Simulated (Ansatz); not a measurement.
Isolated molecules relaxed with PBE0-D4/def2-TZVP in Ansatz; ΔE leaves out vibrations. CBS: MP2 limit from def2 TZ/QZ plus the TZ coupled-cluster correction, frozen cores. DFT in def2-TZVPP. One conformer a species, not always the lowest.

Consider the ligand exchange at the Si–S bond: `O[SiH2]S[SiH2]F` + `N=C(N)S` → `N=C(S)N[SiH2]F` + `O[SiH2]S`.

```json
{"level": "PBE-D4", "ΔE (kJ/mol)": "9.9"}
{"level": "HF/def2-TZVPP", "ΔE (kJ/mol)": "-7.9"}
```

**Question.** What does CCSD(T)/CBS give? (Estimate.)

**Answer.** Computed: -0.8 kJ/mol. The listed levels differ from it by 10.7, -7.1 kJ/mol.

Largest T1 diagnostic among the species: 0.014.

In def2-TZVPP, CCSD(T) changes the Hartree–Fock value by +3.3 kJ/mol (the triples alone add +1.4 kJ/mol) and MP2 by +5.6 kJ/mol.
